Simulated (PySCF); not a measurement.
C₃H₇BF₂O, SMILES C[C@@H](O)B(F)CF.

Geometry: r2SCAN-D4/def2-SVP. The structure was generated by enumeration; whether it is a known compound was not checked. The values are those of a single conformer.

Calculation: PBE/def2-TZVP run with PySCF.

Isolated molecule, no solvent.

Question: Estimate the frontier levels, gap, dipole moment and polarisability. (The exact figures need the calculation; the answer reports its results.)

Answer: 
The highest occupied level is -6.34 eV and the lowest empty level comes out as -1.47 eV. The orbital gap comes out as 4.87 eV, the dipole moment comes out as 1.19 D and the quadrupole, principal values (traceless, Buckingham form, about the centre of nuclear charge) is -13.44, 2.20, 11.24 D·Å. The mean static polarisability is 57.1 bohr³ (8.46 Å³) and the polarisability, principal values comes out as 49.2, 56.8, 65.2 bohr³.
